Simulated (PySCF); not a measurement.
**Computed structure and properties of [Pb(CN)]+**

System: [Pb(CN)]+ (singlet); start: template (C∞v). Method: PySCF 2.14.0, RKS BP86, Pb def2-SVP with ECP60, C def2-SVP, N def2-SVP; non-relativistic Hamiltonian with scalar-relativistic core potentials where named; density fitting; no spin-orbit coupling.

Input of the relaxation:

```python
mol = gto.M(atom='''
Pb     0.00000     0.00000    -0.33924
C      0.00000     0.00000     2.08326
N      0.00000     0.00000     3.25326''',
    basis={'Pb': 'def2-SVP', 'C': 'def2-SVP', 'N': 'def2-SVP'},
    ecp={'Pb': 'def2-SVP'},
    charge=1, spin=0)
mf = dft.RKS(mol, xc='B88,P86')
mf.grids.atom_grid = (50, 194)
mf = mf.density_fit()  # fitting sets: Pb def2-universal-JKFIT, C def2-universal-JKFIT, N def2-universal-JKFIT
mf.conv_tol = 1e-08; mf.max_cycle = 55
mf.kernel(dm0)  # dm0: converged density of the start geometry
# quasi-Newton relaxation in Cartesian coordinates to a largest gradient under 0.00045 Eh/bohr, steps kept in the point group
```

Run from Python with OMP_NUM_THREADS=2; the lines above give its settings. Where DIIS fails, smearing, a level shift and second-order steps follow.
It took 4.1 s on 2 threads of Arm Neoverse V2 (shared host), from the converged density of the start.

Course of the relaxation:

```json
{"step": "0", "energy above end (eV)": "0.1808", "largest force component within the symmetry (eV/Å)": "3.187"}
{"step": "1", "energy above end (eV)": "0.0342", "largest force component within the symmetry (eV/Å)": "1.814"}
{"step": "2", "energy above end (eV)": "0.0093", "largest force component within the symmetry (eV/Å)": "0.482"}
{"step": "3", "energy above end (eV)": "0.0001", "largest force component within the symmetry (eV/Å)": "0.095"}
{"step": "4", "energy above end (eV)": "0.0000", "largest force component within the symmetry (eV/Å)": "0.015"}
{"step": "5", "energy above end (eV)": "0.0000", "largest force component within the symmetry (eV/Å)": "0.002"}
```

Relaxed geometry (C∞v):

```xyz
3

Pb    0.0000    0.0000   -0.2216
C     0.0000    0.0000    2.0177
N     0.0000    0.0000    3.2012
```

```tsv
contact	Å
Pb1–C2 (CN)	2.239
```

On the finer grid (75, 302):

```
HOMO                                                          : -13.05 eV
LUMO                                                          : -10.38 eV
Dipole about the centre of mass                               : 3.75 D
Set of Mulliken populations of Pb1 outside the core potential : s 3.96, p 6.79, d 10.05
D3(BJ) dispersion energy (not in the energies)                : -0.118 eV
```

```csv
atom,Mulliken (e),Löwdin (e),spin (e)
Pb1,1.20,1.14,0.00
C2,-0.32,-0.25,0.00
N3,0.12,0.10,0.00
```

On the grid (50, 194), as all that follows. Harmonic modes: a minimum; lowest 130 cm⁻¹ (negative: unstable), highest 2147 cm⁻¹, zero-point energy 0.173 eV.

Taking off one CN (charge -1, singlet; the rest: singlet) in vacuum, both parts rigid, costs 14.09 eV; the small basis without counterpoise inflates it. Most of it is the attraction of opposite charges; other ways to part are cheaper, and one spin state was tried for the rest.

Rigid scan of CN along the line from its metal:

(distance to C2 (Å), energy (eV)): (1.94, 0.844), (2.04, 0.327), (2.14, 0.072), (2.24, 0.000), (2.34, 0.056), (2.44, 0.199), (2.64, 0.634), (2.94, 1.410), (3.34, 2.344), (3.84, 3.177)

One start shape was tried, so this needn't be the lowest isomer.
